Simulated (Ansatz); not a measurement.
```yaml
crystal:
  periodic: [false, false, false]
  atoms:
    - {symbol: Cl, position_ang: [-2.283721, 0.876139, -0.412940]}
    - {symbol: Ge, position_ang: [-0.331215, -0.134323, -0.484411]}
    - {symbol: Se, position_ang: [0.453245, 0.375238, 1.881636]}
    - {symbol: H, position_ang: [-0.158290, -1.398030, -0.906914]}
    - {symbol: H, position_ang: [0.621938, 0.964265, -1.847029]}
    - {symbol: H, position_ang: [1.825653, -0.356244, 1.390525]}
basis:
  gaussian: {orbitals: cc-pVTZ, nuclear_model: gaussian}
magnetization: {spin_polarized: true, initial_magnetization: 2}
hamiltonian: {xc: {name: PBE-QIDH}}
scf: {lower_state_search: light}
output: {forces: true}
```

```sh
$ ansatz run in.yaml --threads 2 --pin off --events-out ev --progress --plain --max-ram 32768MiB --backend cpu
```

It prints (some lines left out):

```
Functional definition: PBE-QIDH
990 factors; integrals over basis functions are off by at most 9.2e-4 eV
mean field evaluation 1: about -134390.2726 eV, gradient 1.1e1 eV
mean field evaluation 2: about -134390.2797 eV, gradient 1.1e1 eV
mean field evaluation 4: about -134391.5706 eV, gradient 1.9e0 eV
mean field evaluation 8: about -134391.7298 eV, gradient 3.0e-1 eV
mean field evaluation 16: about -134391.7383 eV, gradient 1.7e-2 eV
mean field evaluation 32: about -134391.7384 eV, gradient 6.1e-5 eV
mean field -134391.73836793 eV, -4938.8052910295 hartree, gradient 8.4e-6 eV, S^2 2.027342; 4 other end points of the search recorded, 0 dependent functions left out
23 core orbitals not correlated: weight in the atoms' cores, before any rotation towards them, 1.000 or more for the frozen orbitals, at most 0.000 for the correlated occupied ones
reference -134391.73838059 eV, -4938.8052914947 hartree; 21, 19 occupied and 118, 120 virtual orbitals, 990 factors
second order -18.33416551 eV of doubles, -0.00000000 eV of singles
Total energy: -134397.84976910 eV, -4939.0298808798 hartree
Atom 0 at    -2.283721     0.876139    -0.412940 Å, force     0.213839    -0.700231    -0.131262 eV/Å
Atom 1 at    -0.331215    -0.134323    -0.484411 Å, force     0.680956     6.965849    -1.610837 eV/Å
Atom 2 at     0.453245     0.375238     1.881636 Å, force     2.417660    -0.604532     1.375419 eV/Å
Atom 3 at    -0.158290    -1.398030    -0.906914 Å, force    -0.144101    -5.094061    -1.915334 eV/Å
Atom 4 at     0.621938     0.964265    -1.847029 Å, force    -1.252499    -1.570324     1.673989 eV/Å
Atom 5 at     1.825653    -0.356244     1.390525 Å, force    -1.915854     1.003299     0.608026 eV/Å
Dipole moment:     0.452716    -0.367881     0.486505 e Å
```

Run time 45 s (2 threads of a server CPU on a shared host); peak host memory 0.9 GiB.
